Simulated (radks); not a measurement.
Results of a calculation; reference values are marked as such.
Fractional charge and spin in the 2s shell of oxygen: the spin-up occupation runs from 0 to 1 and the spin-down occupation from 0 to 1; the fullest corner is O3+, [He] 2p(up 0.5, down 0.5) 2s(up 1, down 1). Level of theory: scalar-relativistic Kohn-Sham, r2SCAN, spin-polarised, spherical densities, finite nucleus; meta-GGA in the generalised Kohn-Sham scheme; Fermi nuclear charge, rms radius of each element as measured or else 0.836 A^(1/3) + 0.57 fm (a radial shooting solver on a logarithmic mesh with Libxc functionals). Energy (eV) minus the two flat planes that join the four corners (they meet along the diagonal where the two added fractions sum to one electron); zero is where a piecewise linear energy would lie.

down \ up       0    0.25     0.5    0.75       1
0           0.000  -1.682  -2.368  -1.832   0.000
0.25       -1.682  -1.763  -0.840   1.277  -1.556
0.5        -2.368  -0.840   1.668  -0.877  -2.179
0.75       -1.832   1.277  -0.877  -1.891  -1.686
1           0.000  -1.556  -2.179  -1.686   0.000

Corners above the fullest one (they belong to O4+ and the next ion): (up 1, down 0) 89.658 eV, (up 0, down 1) 89.658 eV, (up 0, down 0) 204.20 eV. With half an added electron in each spin the energy lies 1.668 eV from the planes, and with half an added electron in spin up alone -2.368 eV. The planes are only a guide here: the flat-plane condition holds for ground states with one frontier orbital, while this shell lies below other occupied shells, so the corners above the fullest one are inner-hole states and not the ground states of those ions.
